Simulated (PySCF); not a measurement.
TDDFT excited states: C4H8ClFSi2

C4H8ClFSi2.
Atom-mapped SMILES: `[CH2:1]=[CH:2][Si@@H:3]([Cl:4])/[C:5]([F:6])=[CH:7]\[SiH3:8]` (hydrogens: H9, H10 on C1; H11 on C2; H12 on Si3; H13 on C7; H14, H15, H16 on Si8)

The calculation used TDDFT CAM-B3LYP/def2-SVPD, vertical, gas phase, core orbitals frozen in the response (PySCF). One conformer (not necessarily the lowest) at the GFN2-xTB geometry, without solvent, vibrations or thermal averaging. GFN2-xTB frequencies show an imaginary mode (33i cm⁻¹), so this geometry is no minimum at that level. Torsions of this conformer, `[CH2:1]=[CH:2][Si@@H:3]([Cl:4])/[C:5]([F:6])=[CH:7]\[SiH3:8]`: C1–C2–Si3–Cl4 -1°, C2–Si3–C5–F6 -8°.

Question: What does the calculation give for the low-lying excited states?

Answer: 

```json
{"state": "S1", "E (eV)": "6.15", "E (kJ/mol)": "594", "λ (nm)": "201.4", "f": "0.328", "|μ| (D)": "3.75", "main configurations (H = HOMO, L = LUMO)": "H→L (94%)"}
{"state": "S2", "E (eV)": "6.47", "E (kJ/mol)": "624", "λ (nm)": "191.7", "f": "0.0023", "|μ| (D)": "0.31", "main configurations (H = HOMO, L = LUMO)": "H-1→L (45%), H-2→L (29%), H-3→L (14%)"}
{"state": "S3", "E (eV)": "6.88", "E (kJ/mol)": "664", "λ (nm)": "180.3", "f": "0.016", "|μ| (D)": "0.78", "main configurations (H = HOMO, L = LUMO)": "H→L+2 (53%), H→L+3 (16%), H-2→L+1 (11%)"}
{"state": "S4", "E (eV)": "6.90", "E (kJ/mol)": "666", "λ (nm)": "179.6", "f": "0.0085", "|μ| (D)": "0.57", "main configurations (H = HOMO, L = LUMO)": "H-2→L+1 (52%), H→L+2 (11%), H-3→L+1 (10%)"}
{"state": "S5", "E (eV)": "7.05", "E (kJ/mol)": "680", "λ (nm)": "175.8", "f": "0.0025", "|μ| (D)": "0.31", "main configurations (H = HOMO, L = LUMO)": "H-2→L (44%), H-1→L (41%)"}
{"state": "S6", "E (eV)": "7.16", "E (kJ/mol)": "691", "λ (nm)": "173.1", "f": "0.0085", "|μ| (D)": "0.56", "main configurations (H = HOMO, L = LUMO)": "H→L+1 (38%), H-5→L (28%), H-3→L (12%)"}
{"state": "S7", "E (eV)": "7.18", "E (kJ/mol)": "693", "λ (nm)": "172.7", "f": "0.062", "|μ| (D)": "1.51", "main configurations (H = HOMO, L = LUMO)": "H→L+1 (40%), H-5→L (17%), H-3→L (15%)"}
{"state": "S8", "E (eV)": "7.32", "E (kJ/mol)": "706", "λ (nm)": "169.4", "f": "0.077", "|μ| (D)": "1.67", "main configurations (H = HOMO, L = LUMO)": "H-3→L (36%), H-5→L (26%), H-1→L+1 (14%)"}
```

Triplets, Tamm–Dancoff:

```tsv
state	E (eV)	λ (nm)	main configurations (H = HOMO, L = LUMO)
T1	3.85	322.5	H→L (85%)
T2	4.33	286.4	H-1→L+1 (87%)
T3	5.97	207.7	H-2→L (35%), H-1→L (30%), H-3→L (17%)
```

The lowest singlet lies at 6.15 eV (201 nm, ultraviolet) and is strong; its leading configuration is HOMO→LUMO (94%). The lowest level is also the most intense of those listed (f = 0.328). Löwdin shares by element: HOMO carbon 64% or more, fluorine 14%, silicon 7% or more (atoms not listed hold the other 15%); LUMO carbon 49% or more, silicon 23% (atoms not listed hold the other 28%). The listed states span 1.17 eV, and the widest gap between neighbours is 0.41 eV (S2 to S3). Weighted by f, the mean energy of these states is 6.52 eV. Orbital energies (eV): HOMO-3 -10.49, HOMO-2 -10.31, HOMO-1 -9.66, HOMO -9.19, LUMO -0.16, LUMO+1 0.45, LUMO+2 1.02. Singlets were solved by full linear response, triplets in the Tamm–Dancoff approximation.
